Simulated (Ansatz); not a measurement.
The lowest singlet and triplet of C6H6 (SMILES c1ccccc1); geometries from B3LYP-D3(BJ)/def2-TZVP, each state relaxed from the structure named, with no frequency check.
Singlet at the triplet's geometry (charge 0, multiplicity 1):
| atom | x (Å) | y (Å) | z (Å) |
|---|---|---|---|
| C | 1.2792 | 0.6206 | -0.2187 |
| C | 1.1378 | -0.8388 | -0.0199 |
| C | -0.2138 | -1.4044 | -0.2262 |
| C | -1.2711 | -0.6044 | 0.0494 |
| C | -1.0744 | 0.7910 | 0.3079 |
| C | 0.2013 | 1.3928 | 0.0568 |
| H | 2.2270 | 1.0510 | -0.5173 |
| H | 1.7017 | -1.2577 | 0.8189 |
| H | -0.3437 | -2.4357 | -0.5302 |
| H | -2.2826 | -0.9915 | 0.0006 |
| H | -1.9282 | 1.4197 | 0.5187 |
| H | 0.2722 | 2.4737 | 0.0134 |

A positive gap puts the triplet lower; no zero-point energy. R- takes a restricted singlet. U- takes an unrestricted singlet (broken symmetry where lower, unprojected). The triplet is unrestricted in single-reference levels. Active spaces average the two states.

Frozen-core correlation.

Run with Ansatz (a program for electronic structure). Values without a source in brackets are computed.

| level | gap E(singlet) − E(triplet), vertical, at the triplet's geometry (kJ/mol) |
|---|---|
| R-HF/cc-pVTZ | -26.3 |
| U-SVWN5/def2-TZVPP | -198.7 |
| U-PBE/def2-TZVPP | -178.0 |
| R-B3LYP/def2-TZVPP | -167.3 |
| U-B3LYP/def2-TZVPP | -167.3 |
| R-wB97X-V/def2-TZVPP | -162.1 |
| U-wB97M-V/def2-TZVPP | -172.8 |
| R-MP2/cc-pVTZ | (withheld) |
| FIC-MRCISD+Q on SA-CASSCF(6,6)/cc-pVTZ | -172.6 |

Q: What belongs in the gaps?

A: 
- R-MP2/cc-pVTZ, gap E(singlet) − E(triplet), vertical, at the triplet's geometry (kJ/mol): -268.4

Doubts at one or more of the structures used: a restricted determinant that unrestricted orbitals would lower (R-HF/cc-pVTZ, R-MP2/cc-pVTZ); a spin-contaminated determinant (R-HF/cc-pVTZ, R-MP2/cc-pVTZ).
